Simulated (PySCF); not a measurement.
Al(Cl)(OMe)(SeH) (CH4AlClOSe), SMILES C[O][Al]([Cl])[SeH]. Atoms are numbered in the order given.

```xyz
9

Al     0.0378     0.4242     0.0000
Cl     1.9755     1.2244     0.0000
O     -1.3009     1.4407     0.0000
C     -1.5926     2.8104     0.0000
H     -2.1868     3.0737    -0.8919
H     -0.6787     3.4322     0.0000
H     -2.1868     3.0737     0.8919
Se    -0.3002    -1.8299     0.0000
H      1.1458    -2.0784     0.0000
```
Charge 0, spin multiplicity 1.

Coordinates come from a ωB97X-D3(BJ)/def2-SVP optimisation. The structure was generated by enumeration; whether it is a known compound was not checked. Other conformers were not sampled.

Computed with C-PCM-B3LYP/def2-SVP (PySCF).

The values are the electrostatic part of the solvation free energy, E(continuum) − E(gas) at the gas-phase geometry, in a cavity of scaled van der Waals radii (PySCF's table); cavitation and dispersion terms are not included. A continuum can't describe solvent molecules that bind to the metal. In vacuum the orbital gap is 6.39 eV. The dipole moment in vacuum is 0.82 D.

Computed values in water (ε = 78.36), methanol (ε = 32.61), dichloromethane (ε = 8.93):
```
solvent              ε  ΔG(elec) (kcal/mol)  dipole (D)  gap (eV)
---------------  -----  -------------------  ----------  --------
water            78.36                 -5.0        1.01      6.56
methanol         32.61                 -4.9        1.01      6.56
dichloromethane   8.93                 -4.4        0.99      6.54
```
